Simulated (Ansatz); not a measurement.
Cost and result up the ladder for trans-CoF2(H2O)4 (CoO4F2H8) (15 atoms). Charge 0, multiplicity 4. Geometry: PBE-D4/def2-SVP.

| atom | x (Å) | y (Å) | z (Å) |
| --- | --- | --- | --- |
| Co1 | 0.0003 | -0.0019 | 0.0012 |
| F2 | 0.1099 | 0.8158 | -1.8167 |
| F3 | -0.1133 | -0.8161 | 1.8199 |
| O4 | 1.3399 | -1.2366 | -1.2472 |
| O5 | -1.3375 | 1.2397 | 1.2449 |
| O6 | -1.2420 | -1.7653 | -0.1956 |
| O7 | 1.2437 | 1.7609 | 0.1988 |
| H8 | 2.2823 | -1.0557 | -1.0706 |
| H9 | 1.0330 | -0.4791 | -1.8531 |
| H10 | -1.0410 | 0.4793 | 1.8510 |
| H11 | -2.2796 | 1.0654 | 1.0601 |
| H12 | -0.9542 | -1.8203 | 0.7664 |
| H13 | -0.5923 | -2.3272 | -0.6669 |
| H14 | 0.5953 | 2.3238 | 0.6704 |
| H15 | 0.9555 | 1.8173 | -0.7627 |

Ansatz on 4 threads of Arm Neoverse V2 on a shared host. Times are rough, and most runs start from the orbitals of an earlier one. PBE0-D4/def2-TZVP serves as the yardstick here, not as an exact answer. Differences are given only for rows in sets of like size (and for xTB, whose basis is part of the method), since another set adds its own error. Binding counts from free atoms at the same level (Co quartet, F doublet, O triplet, H doublet; other spins of the atoms weren't run), without zero-point energy or a counterpoise term.

Correlated methods freeze 11 core orbitals; core or outer-core shells of Co are correlated, in sets that lack core-valence functions. No other spin state of charge 0 was run. Another isomer (quartet) lies 0.16 eV lower at PBE-D4/def2-SVP; other spin states weren't run for this one.

Run but left out: HF/STO-3G (⟨S²⟩ 4.73, where a pure state has 3.75).

Correlated methods converge slowly with the basis.

```tsv
level	functions	wall time	binding energy per atom (eV)	difference from PBE0-D4/def2-TZVP (eV)
PBE-D4/def2-SVP	155	5.5 s	3.62	–
PBE-D4/def2-TZVP (with forces)	279	11 s	3.53	0.11
PBE0-D4/def2-SVP	155	12 s	3.48	–
MP2/def2-TZVP	279	26 s	3.44	0.02
HF/def2-TZVP	279	33 s	2.32	-1.10
r2SCAN-D4/def2-TZVP	279	43 s	3.49	0.07
PBE0-D4/def2-TZVP	279	74 s	3.42	0.00
BHLYP-D4/def2-TZVP	279	88 s	3.32	-0.10
```
